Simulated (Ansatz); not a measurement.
Cartesian coordinates (Å):
```xyz
9

Ta     0.5541    -0.1448     0.0208
Cl     1.3848    -1.8842     1.3189
Cl    -1.7493    -0.0035    -0.6520
O      0.7440    -1.0413    -1.6497
H      0.2067    -1.3203    -2.4109
O      1.8742     1.1657    -0.4020
H      1.9947     1.9256     0.2020
O     -0.0909     0.8789     1.5143
H     -0.9611     1.1968     1.8126
```
Charge 0, multiplicity 1.

Computed with frozen-core CCSD(T)/def2-TZVPP // BP86-D3(BJ)/def2-SVP run with Ansatz (a first-principles code).

- HF energy = -1202.15274 Ha
- MP2 correlation energy = -1.52026 Ha

Q: Estimate the CCSD correlation energy, the (T) correction, the total energy and the T1 diagnostic.

A: 
```json
{
 "CCSD correlation energy": "-1.52794 Ha",
 "(T) correction": "-0.07122 Ha",
 "CCSD(T) total energy": "-1203.75190 Ha",
 "T1 diagnostic": "0.019"
}
```
